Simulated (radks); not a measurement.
Task: Coherent X-ray form factor from a spherical all-electron density. Method: Dirac Kohn-Sham, PBE, spin-unpolarised, spherical densities, point nucleus; computed with a radial shooting solver on a logarithmic mesh with Libxc functionals.

sin(theta)/lambda (1/angstrom),f0 (electrons)
0.05,57.712
0.1,56.866
0.15,55.514
0.2,53.735
0.25,51.622
0.3,49.277
0.4,44.264
0.5,39.313
0.6,34.789
0.8,27.523
1,22.517
1.25,18.582
1.5,16.121
2,12.607

The species is in the configuration that NIST lists as its ground one. Which atom or ion scatters so?

Result: The erbium ion Er10+, [Kr] 4d10 4f10 5s2. Extrapolating in s^2 from the first two rows gives f0(0) = 58.0, near the electron count 58; among species with that count, the fall with angle is slower the higher Z, and the table is that of Z = 68; from so few rows the species is fixed only to a neighbour or two.
